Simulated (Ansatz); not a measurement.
`C[Si](C)(C)[GaH2]` and `C[Si](C)(F)[GaH2]` differ in one atom or group.

Ansatz, PBE0-D4/def2-TZVP geometries, multiplicity 1. 

Scalar relativity is left out up to krypton.

| property | `C[Si](C)(C)[GaH2]` |
| --- | --- |
| size of the dipole moment (B3LYP/def2-TZVPP) / D | 1.38 |
| size of the dipole moment (PBE/def2-TZVPP) / D | 1.42 |
| HOMO energy (B3LYP/def2-TZVPP) / eV | -6.67 |
| HOMO–LUMO gap (PBE0/def2-TZVPP) / eV | 5.01 |
| HOMO energy (PBE0/def2-TZVPP) / eV | -6.84 |
| LUMO energy (PBE0/def2-TZVPP) / eV | -1.83 |

(1) Give the same properties after the change, and the shifts. (Estimate.)

## Answers

(1) The calculation gave: 
| property | `C[Si](C)(F)[GaH2]` | shift |
| --- | --- | --- |
| size of the dipole moment (B3LYP/def2-TZVPP) / D | 1.72 | 0.34 |
| size of the dipole moment (PBE/def2-TZVPP) / D | 1.72 | 0.30 |
| HOMO energy (B3LYP/def2-TZVPP) / eV | -6.98 | -0.31 |
| HOMO–LUMO gap (PBE0/def2-TZVPP) / eV | 5.09 | 0.08 |
| HOMO energy (PBE0/def2-TZVPP) / eV | -7.15 | -0.31 |
| LUMO energy (PBE0/def2-TZVPP) / eV | -2.05 | -0.22 |

With PBE0 the HOMO falls by 0.31 eV and the LUMO falls by 0.22 eV, so the gap widens by about 0.09 eV. PBE moves the HOMO by -0.25 eV and ωB97M-V by -0.32 eV. Dipoles are sizes alone; their direction can turn.

B3LYP here is the variant with VWN-RPA as its local correlation; programs differ in this.
